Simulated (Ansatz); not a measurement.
Molecular dynamics of H2CO

Input:

```yaml
accuracy: low
crystal:
  lattice:
    - [8.188244, 0.0, 0.0]
    - [0.0, 8.188244, 0.0]
    - [0.0, 0.0, 8.188244]
  atoms:
    - { symbol: O, position: [0.13346277, 0.0639699, 0.72398607] }
    - { symbol: C, position: [0.23330645, 0.13928824, 0.64334698] }
    - { symbol: H, position: [0.32532353, 0.07867686, 0.56316696] }
    - { symbol: H, position: [0.23687901, 0.27609828, 0.64004531] }
    - { symbol: O, position: [0.47224045, 0.36167239, 0.34429789] }
    - { symbol: C, position: [0.57810271, 0.27762592, 0.28062391] }
    - { symbol: H, position: [0.63250625, 0.30834165, 0.15960067] }
    - { symbol: H, position: [0.62431031, 0.16314877, 0.33887744] }
    - { symbol: O, position: [0.63017254, 0.90335114, 0.09732911] }
    - { symbol: C, position: [0.59618037, 0.75955828, 0.07659092] }
    - { symbol: H, position: [0.61624842, 0.66596445, 0.17194984] }
    - { symbol: H, position: [0.54596036, 0.71355712, -0.04128461] }
    - { symbol: O, position: [0.73219715, 0.48440727, 0.66074091] }
    - { symbol: C, position: [0.58874457, 0.51885666, 0.64427951] }
    - { symbol: H, position: [0.54547803, 0.60757889, 0.54795458] }
    - { symbol: H, position: [0.49364636, 0.46135691, 0.72385665] }
    - { symbol: O, position: [0.30316403, 0.72718604, 0.19417309] }
    - { symbol: C, position: [0.31276003, 0.81440973, 0.31467958] }
    - { symbol: H, position: [0.2165896, 0.8159166, 0.41030783] }
    - { symbol: H, position: [0.42452704, 0.88730522, 0.34261306] }
    - { symbol: O, position: [0.19926726, 0.07391269, 0.25630387] }
    - { symbol: C, position: [0.20231676, 0.10715057, 0.11137015] }
    - { symbol: H, position: [0.15916019, 0.22741556, 0.06632538] }
    - { symbol: H, position: [0.25215898, 0.02073614, 0.01879547] }
    - { symbol: O, position: [0.89159102, 0.63212589, 1.00468142] }
    - { symbol: C, position: [0.9611542, 0.66161522, 0.8772238] }
    - { symbol: H, position: [1.08561115, 0.61167388, 0.85224245] }
    - { symbol: H, position: [0.90640955, 0.73966343, 0.78021841] }
    - { symbol: O, position: [0.74497146, 0.88399981, 0.48939183] }
    - { symbol: C, position: [0.8350207, 0.90400991, 0.37283138] }
    - { symbol: H, position: [0.86705215, 1.02789333, 0.32713334] }
    - { symbol: H, position: [0.88803781, 0.79955164, 0.30344848] }
    - { symbol: O, position: [-0.07461508, 0.33541641, 0.28757915] }
    - { symbol: C, position: [0.00104236, 0.42997583, 0.37317229] }
    - { symbol: H, position: [0.09561849, 0.51270079, 0.32046108] }
    - { symbol: H, position: [-0.02310339, 0.4388995, 0.50689936] }
    - { symbol: O, position: [0.50703622, 0.18117341, 0.8279958] }
    - { symbol: C, position: [0.61201496, 0.07729127, 0.81245477] }
    - { symbol: H, position: [0.74281134, 0.10209502, 0.83869092] }
    - { symbol: H, position: [0.5829119, -0.04664219, 0.76548493] }
basis:
  ecutwfc: 420.0
kpoints:
  mp_grid: { grid: [1, 1, 1] }
hamiltonian:
  xc: pbe
  dispersion: d3bj
scf:
  occupations: { method: fermi_dirac, width: 0.02 }
  lower_state_search: "off"
md:
  timestep: 0.5
  n_steps: 150
  ensemble: nvt_langevin
  temperature: 250.0
  initial_velocities: maxwell_boltzmann
  seed: 589491
  friction: 0.02
  masses: [{ species: H, mass: 2.014 }]
```

Launched with:

```bash
$ ansatz run input.yaml --threads 1 --pin off --max-ram 3072MiB --backend cpu --events-out ev --progress --plain --runs-dir out
```

It starts from a partly relaxed structure (largest force component 0.53 eV/Å).

Output, in part (step lines):

```
md step     0: t =     0.00 fs  T =   243.7 K  F+E_penalty+E_count = -8491.88000480 eV  E_kin = 1.260285 eV  (10 SCF iters)
md step     1: t =     0.50 fs  T =   238.3 K  F+E_penalty+E_count = -8491.86430030 eV  E_kin = 1.232312 eV  (9 SCF iters)
md step     2: t =     1.00 fs  T =   240.8 K  F+E_penalty+E_count = -8491.82294214 eV  E_kin = 1.245176 eV  (9 SCF iters)
md step     3: t =     1.50 fs  T =   230.3 K  F+E_penalty+E_count = -8491.76079636 eV  E_kin = 1.190986 eV  (9 SCF iters)
md step     4: t =     2.00 fs  T =   216.2 K  F+E_penalty+E_count = -8491.68464665 eV  E_kin = 1.117899 eV  (8 SCF iters)
md step     5: t =     2.50 fs  T =   204.6 K  F+E_penalty+E_count = -8491.60017513 eV  E_kin = 1.057633 eV  (6 SCF iters)
md step     6: t =     3.00 fs  T =   188.1 K  F+E_penalty+E_count = -8491.51294966 eV  E_kin = 0.972680 eV  (7 SCF iters)
md step     7: t =     3.50 fs  T =   179.7 K  F+E_penalty+E_count = -8491.43068561 eV  E_kin = 0.928902 eV  (6 SCF iters)
[... lines left out ...]
```

The steps, from the saved trajectory:

```csv
time (fs),T (K),potential energy less start (eV)
0.0,244,0.000
2.5,205,0.280
5.0,154,0.579
7.5,176,0.507
10.0,171,0.546
12.5,157,0.622
15.0,211,0.344
17.5,218,0.259
20.0,187,0.432
22.5,150,0.507
25.0,168,0.539
27.5,137,0.669
30.0,178,0.533
32.5,179,0.572
35.0,172,0.669
37.5,205,0.535
40.0,231,0.506
42.5,185,0.786
45.0,193,0.842
47.5,225,0.718
50.0,220,0.745
52.5,191,0.851
55.0,207,0.749
57.5,250,0.659
60.0,230,0.779
62.5,232,0.812
65.0,232,0.778
67.5,225,0.744
70.0,224,0.804
72.5,244,0.773
75.0,236,0.774
```

The run went to its last step. The mean temperature of the second half is 12 % below the set value. A run of 0.075 ps of so small a system gives no equilibrium averages. Limits of this set-up: coarse k mesh, low accuracy level.

Mean squared displacements from the first frame to the last, about the centre of mass: O 0.06 Å², C 0.08 Å², H 0.22 Å².

Last frame:

```xyz
40
Lattice="8.1882 0.0000 0.0000 0.0000 8.1882 0.0000 0.0000 0.0000 8.1882" Properties=species:S:1:pos:R:3
O 1.202 0.407 6.151
C 1.773 0.981 5.253
H 2.476 0.484 4.518
H 1.631 2.089 5.125
O 3.863 2.744 2.916
C 4.766 2.285 2.280
H 4.838 2.434 1.159
H 5.560 1.763 2.784
O 5.035 7.565 0.885
C 4.987 6.412 0.493
H 5.328 5.581 1.187
H 4.519 6.002 -0.407
O 6.158 3.941 5.410
C 4.998 4.120 5.031
H 4.769 4.900 4.286
H 4.221 3.478 5.545
O 2.603 5.630 1.619
C 2.729 6.363 2.577
H 2.086 6.286 3.448
H 3.574 7.051 2.736
O 1.423 0.528 2.171
C 1.282 0.781 1.002
H 1.100 1.786 0.601
H 1.204 0.051 0.218
O 7.594 5.179 8.238
C 7.938 5.150 7.076
H 8.612 4.401 6.661
H 7.410 5.731 6.354
O 5.912 7.264 3.915
C 6.941 7.239 3.271
H 7.377 8.175 2.841
H 7.523 6.280 3.044
O -0.396 2.675 2.463
C 0.243 3.593 2.860
H 0.984 4.066 2.168
H 0.080 3.933 3.924
O 4.240 1.690 6.713
C 5.123 0.869 6.478
H 6.175 1.109 6.665
H 4.857 -0.103 6.049
```

The run took 7.7 min on 1 CPU thread of a shared host.
